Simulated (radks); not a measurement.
Polarisability of the sulfur ion S6+, [Ne], at imaginary frequency. Method: scalar-relativistic Kohn-Sham, LB94 model potential, spin-polarised, spherical densities, finite nucleus; Fermi nuclear charge, rms radius 3.2611 fm; computed with a radial shooting solver on a logarithmic mesh with Libxc functionals. Response by self-consistent Sternheimer equations with the Hartree and adiabatic LDA kernel, the relativistic mass of each level held fixed and spin-orbit coupling left out.

w (hartree),alpha1(iw) (bohr^3),alpha2(iw) (bohr^5)
0.00266,0.07483,0.03171
0.0143,0.07483,0.03171
0.0360,0.07483,0.03171
0.0697,0.07483,0.03171
0.118,0.07482,0.03171
0.186,0.07480,0.03170
0.280,0.07475,0.03168
0.413,0.07465,0.03165
0.605,0.07445,0.03157
0.892,0.07400,0.03141
1.35,0.07298,0.03104
2.12,0.07044,0.03010
3.59,0.06366,0.02756
6.94,0.04622,0.02072
17.5,0.01702,0.008022

Static values: alpha1 = 0.07483 bohr^3 (0.01109 angstrom^3; uncoupled 0.08267), alpha2 = 0.03171 bohr^5, alpha3 = 0.02144 bohr^7. C6 = 0.03815, C8 = 0.08398, triple-dipole C9 = 0.002088 atomic units. One-pole (London) frequency 4 C6 / (3 alpha1^2) = 9.083 hartree, against 10.142 for minus the highest occupied eigenvalue.
